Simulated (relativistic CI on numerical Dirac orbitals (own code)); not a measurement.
**Crystal-field levels of Co3+, 3d6**

Calculated by Dirac-Coulomb-Breit CI, orbitals from a KLI potential per configuration, model QED (radiative potential, 1s self-energy scaled to tabulated hydrogen-like ionisation energies), valence Slater integrals scaled by 0.8, one configuration in a parametric crystal field (own radial code).

Field parameters in Wybourne normalisation: Oh B⁴₀ = 21Dq, B⁴₄ = √(5/14) B⁴₀. The field is a parameter set, without covalency.

S and J are read from ⟨S²⟩ = S(S + 1) and ⟨J²⟩ = J(J + 1) of each level; they are not fictitious spins.

Oh, 10Dq = 4100 cm⁻¹, the lowest 10 levels:

```json
{"E (cm⁻¹)": "0.0", "Degeneracy": "3", "Irrep": "T2", "S": "2.00", "J": "3.83"}
{"E (cm⁻¹)": "249", "Degeneracy": "2", "Irrep": "E", "S": "2.00", "J": "3.48"}
{"E (cm⁻¹)": "284", "Degeneracy": "3", "Irrep": "T1", "S": "2.00", "J": "3.41"}
{"E (cm⁻¹)": "602", "Degeneracy": "1", "Irrep": "A1", "S": "2.00", "J": "2.94"}
{"E (cm⁻¹)": "697", "Degeneracy": "3", "Irrep": "T1", "S": "2.00", "J": "2.63"}
{"E (cm⁻¹)": "756", "Degeneracy": "3", "Irrep": "T2", "S": "2.00", "J": "2.43"}
{"E (cm⁻¹)": "4581", "Degeneracy": "1", "Irrep": "A2", "S": "2.00", "J": "3.00"}
{"E (cm⁻¹)": "4602", "Degeneracy": "3", "Irrep": "T2", "S": "2.00", "J": "2.88"}
{"E (cm⁻¹)": "4623", "Degeneracy": "2", "Irrep": "E", "S": "2.00", "J": "2.76"}
{"E (cm⁻¹)": "4648", "Degeneracy": "3", "Irrep": "T1", "S": "2.00", "J": "2.60"}
```

Oh, 10Dq = 40400 cm⁻¹, the lowest 16 levels:

```tsv
E (cm⁻¹)	Degeneracy	Irrep	S	J
0.0	1	A1	0.00	4.57
28770	2	E	1.00	4.08
28787	3	T2	1.00	4.04
29187	3	T1	1.00	3.82
29407	1	A1	1.00	3.69
35993	3	T1	0.96	4.17
36137	2	E	1.00	4.07
36541	3	T2	1.00	3.92
36760	1	A2	1.00	3.88
37779	3	T1	0.13	5.15
44732	3	T2	2.00	3.78
45055	3	T1	2.00	3.29
45058	2	E	2.00	3.31
45493	3	T2	2.00	2.38
45499	3	T1	2.00	2.41
45506	1	A1	2.00	2.44
```

Oh, 10Dq = 37100 cm⁻¹, the lowest 16 levels:

```tsv
E (cm⁻¹)	Degeneracy	Irrep	S	J
0.0	1	A1	0.01	4.57
25499	2	E	1.00	4.09
25516	3	T2	1.00	4.05
25916	3	T1	1.01	3.83
26140	1	A1	1.01	3.70
32592	3	T1	0.97	4.17
32731	2	E	1.01	4.08
33142	3	T2	1.01	3.94
33373	1	A2	1.00	3.91
34538	3	T1	0.12	5.16
38252	3	T2	2.00	3.78
38581	3	T1	1.99	3.30
38585	2	E	1.99	3.31
39008	3	T2	2.00	2.39
39018	3	T1	2.00	2.42
39029	1	A1	2.00	2.45
```

Oh, 10Dq = 33800 cm⁻¹, the lowest 10 levels:

| E (cm⁻¹) | Degeneracy | Irrep | S | J |
| --- | --- | --- | --- | --- |
| 0.0 | 1 | A1 | 0.01 | 4.58 |
| 22230 | 2 | E | 1.00 | 4.10 |
| 22245 | 3 | T2 | 1.00 | 4.05 |
| 22644 | 3 | T1 | 1.01 | 3.83 |
| 22871 | 1 | A1 | 1.01 | 3.70 |
| 29146 | 3 | T1 | 1.00 | 4.15 |
| 29279 | 2 | E | 1.04 | 4.07 |
| 29696 | 3 | T2 | 1.04 | 3.97 |
| 29966 | 1 | A2 | 1.00 | 3.96 |
| 31294 | 3 | T1 | 0.16 | 5.16 |

Oh, 10Dq = 30500 cm⁻¹, the lowest 16 levels:

| E (cm⁻¹) | Degeneracy | Irrep | S | J |
| --- | --- | --- | --- | --- |
| 0.0 | 1 | A1 | 0.01 | 4.59 |
| 18961 | 2 | E | 1.01 | 4.11 |
| 18973 | 3 | T2 | 1.01 | 4.06 |
| 19362 | 3 | T1 | 1.02 | 3.83 |
| 19590 | 1 | A1 | 1.02 | 3.70 |
| 25180 | 3 | T2 | 1.93 | 3.80 |
| 25215 | 3 | T1 | 1.65 | 3.64 |
| 25285 | 2 | E | 1.70 | 3.57 |
| 26097 | 3 | T2 | 1.99 | 2.41 |
| 26124 | 3 | T1 | 1.98 | 2.49 |
| 26157 | 1 | A1 | 1.98 | 2.49 |
| 26186 | 3 | T1 | 1.45 | 3.86 |
| 26269 | 2 | E | 1.41 | 3.90 |
| 26441 | 3 | T2 | 1.12 | 3.99 |
| 26535 | 1 | A2 | 1.00 | 4.01 |
| 28091 | 3 | T1 | 0.11 | 5.17 |

The free-ion ground term has S = 2. The field overcomes the spin-pairing energy for Oh, 10Dq = 40400 cm⁻¹; Oh, 10Dq = 37100 cm⁻¹; Oh, 10Dq = 33800 cm⁻¹; Oh, 10Dq = 30500 cm⁻¹, where the ground state has lower spin; these fields are assumed values.

Levels of this model without a field, named by their leading LS term (the scale mimics covalency, so terms lie below those of the real free ion): ⁵D4 0, ⁵D3 624, ⁵D2 1052, ⁵D1 1326, ⁵D0 1460, ³H6 20639, ³H5 20993, ³H4 21245 cm⁻¹.
